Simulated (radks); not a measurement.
Q: Spherical quantum dot in the effective-mass picture: electrons in a parabolic well V = omega^2 r^2 / 2 with omega = 0.863, with a point charge +1 (a donor) at the centre, all in effective atomic units (hartree* = m*/eps^2 hartree, bohr* = eps/m* bohr), one dielectric constant everywhere. Calculated with a radial shooting solver with Libxc functionals: non-relativistic Kohn-Sham, PBE, spin-polarised, spherical densities. Levels are named by radial order and angular momentum (1s, 1p, 1d, 2s, ...), and open shells are averaged over m. At N = 33 the configuration is 1s2 1p6 1d10 2s2 1f(up 7, down 6). Does electron 34 go into 2p up or 2p down or 1f down?

A: Into 1f down. The total energies of the other choices lie higher by 0.0605 hartree* (2p up), 0.0653 hartree* (2p down).
